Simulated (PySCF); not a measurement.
## Antimony: a sound run and one with changed settings

Sound run: Sb [Kr] 4d10 5s2 5p3, Sb⁺ [Kr] 4d10 5s2 5p2. All numbers are calculated (PySCF 2.14, scalar relativity through the core potential, in aug-cc-pVDZ-PP with ECP28MDF (5s4p3d, 32 functions)). In the sound run the correlated levels freeze 4s2 4p6 4d10 outside the core potential. The sound run starts from symmetry-adapted Hartree-Fock orbitals and uses a fine grid where one is needed.

Changed run: all electrons correlated in a basis built for the valence shell.

```json
{"species": "Sb", "method": "MP2", "sound run (hartree)": "-239.32106", "changed run (hartree)": "-239.35110", "converged": "yes"}
{"species": "Sb⁺", "method": "MP2", "sound run (hartree)": "-238.99352", "changed run (hartree)": "-239.02167", "converged": "yes"}
```

Ionisation energy of Sb:

```json
{"method": "UHF", "sound run (eV)": "8.598", "changed run (eV)": "8.598"}
{"method": "MP2", "sound run (eV)": "8.913", "changed run (eV)": "8.964"}
{"method": "SCS-MP2", "sound run (eV)": "8.804", "changed run (eV)": "8.833"}
```

A valence basis has no tight correlating functions, so it recovers only part of the core correlation, and not evenly between atom and ion.

For comparison, NIST gives 8.608 eV between the lowest levels.
